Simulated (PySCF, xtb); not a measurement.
C3H9FOSi, SMILES C(OCC)[SiH2]F. Other conformers were not sampled.

Harmonic wavenumbers (cm⁻¹) from GFN2-xTB (xtb) at its own minimum, in rising order: 41, 73, 98, 166, 200, 242, 280, 459, 496, 579, 705, 726, 762, 794, 821, 843, 906, 1056, 1107, 1124, 1151, 1229, 1256, 1287, 1349, 1400, 1451, 1474, 1494, 1500, 2304, 2350, 2819, 2832, 2859, 2953, 3047, 3051, 3054.

**Question.** What does PBE-D3(BJ)/def2-SVP (PySCF) give at its own minimum? (An estimate is asked for; the answer gives what the named calculation found.)

**Answer.** 55, 57, 114, 157, 244, 262, 283, 454, 480, 703, 709, 798, 816, 828, 855, 897, 931, 1008, 1091, 1108, 1139, 1219, 1236, 1245, 1327, 1371, 1393, 1403, 1427, 1455, 2179, 2192, 2886, 2924, 2938, 2982, 3013, 3077, 3080. Paired by order, the mean absolute difference is 42 cm⁻¹ and the zero-point energies are 72.0 and 72.0 kcal/mol.
